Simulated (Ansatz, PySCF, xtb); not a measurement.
Energy difference 2 R1 + 3 R2 → 4 P1 + P2, each structure at its B3LYP-D3(BJ)/def2-TZVP stationary point, reached from a drawn start (curvature not checked).
P1: H2 (SMILES [H][H]), charge 0, multiplicity 1.
R1: H2O (SMILES O), charge 0, multiplicity 1.
R2: SiH4 (SMILES [SiH4]), charge 0, multiplicity 1.
P2, H8O2Si3 (SMILES [SiH3]O[SiH2]O[SiH3]) (charge 0, multiplicity 1):
```xyz
13

Si     2.031     0.788    -0.591
O      1.371     0.167     0.775
Si     0.149    -0.654     1.476
O     -1.276    -0.284     0.774
Si    -2.159    -0.172    -0.603
H      2.789     2.007    -0.241
H      0.959     1.128    -1.556
H      2.940    -0.205    -1.206
H      0.401    -2.103     1.325
H      0.078    -0.256     2.891
H     -3.543    -0.603    -0.314
H     -1.577    -1.041    -1.654
H     -2.162     1.229    -1.077
```

```csv
level,reaction energy (kJ/mol),minus CCSD(T)/cc-pV(T+d)Z
GFN2-xTB,-330.0,-6.0
PBE/def2-TZVPP,-266.4,57.6
PBE-D4/def2-TZVPP,-284.8,39.3
revPBE/def2-TZVPP,-255.3,68.8
B97M-V/def2-TZVPP,-314.5,9.5
B3LYP-D3(BJ)/def2-TZVPP,-320.1,3.9
B3LYP-D4/def2-TZVPP,-323.3,0.7
PBE0/def2-TZVPP,-273.0,51.0
BHLYP-D3(BJ)/def2-TZVPP,-331.0,-6.9
wB97X-V/def2-TZVPP,-310.9,13.2
B2PLYP-D3(BJ)/def2-TZVPP,-329.0,-4.9
MP2/cc-pV(D+d)Z,-276.6,47.4
SCS-MP2/cc-pV(D+d)Z,-269.2,54.9
CCSD(T)/cc-pV(T+d)Z,-324.1,0.0
```

 The comparison column counts from a level with limits of its own.

P less R. No zero-point or thermal terms. One arrangement of each flexible species, with no search for the lowest.

Frozen-core correlation throughout.

Programs: Ansatz (Gaussian basis) for Hartree–Fock, density functionals and correlated methods; PySCF for the D3/D4 terms; xtb for the GFN methods. Each number belongs to the level named beside it.

Ansatz is a program for electronic structure.
